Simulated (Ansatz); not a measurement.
Consider the formal hydrolysis of the Si–O bond: `O[SiH2][SiH2]O[SiH3]` + H₂O → `O[SiH2][SiH2]O` + silanol.

Program: Ansatz. Geometries: PBE0-D4/def2-TZVP. ΔE: electronic, gas phase. CCSD(T)/CBS adds triple-zeta CCSD(T) − MP2 to the extrapolated MP2 energy (def2 sets, frozen cores). This one scheme is used for every species. Functionals use def2-TZVPP. Each species was taken in one conformer, which may not be the lowest.

```
             level  ΔE (eV)
            PBE-D4     0.16
           PBE0-D4     0.19
        r2SCAN0-D4     0.18
           ωB97X-V     0.16
               PBE     0.10
              BLYP     0.10
    MP2/def2-TZVPP     0.19
SCS-MP2/def2-TZVPP     0.19
```

(1) What does CCSD(T)/CBS give? (Estimate.)

Largest T1 diagnostic among the species: 0.012.

Answers

(1) The calculation gave: +0.22 eV. The listed levels differ from it by -0.06, -0.03, -0.04, -0.06, -0.12, -0.12, -0.03, -0.03 eV.

The D4 term adds +0.10 eV with B3LYP and +0.06 eV with PBE0; it sums over pairs of atoms, weighted by their polarisabilities, and B3LYP, whose exchange is more repulsive, gets the larger term. Leaving LDA and LC-ωPBE aside and taking each functional with its dispersion term where it has one, the values, not all of them listed here, spread over 0.10 eV, from B2PLYP to BHLYP-D4. At CCSD(T), def2-SVP lies −0.06 eV from the extrapolated value and def2-TZVPP −0.02 eV.

B3LYP here is the variant with VWN-RPA as its local correlation; programs differ in this.
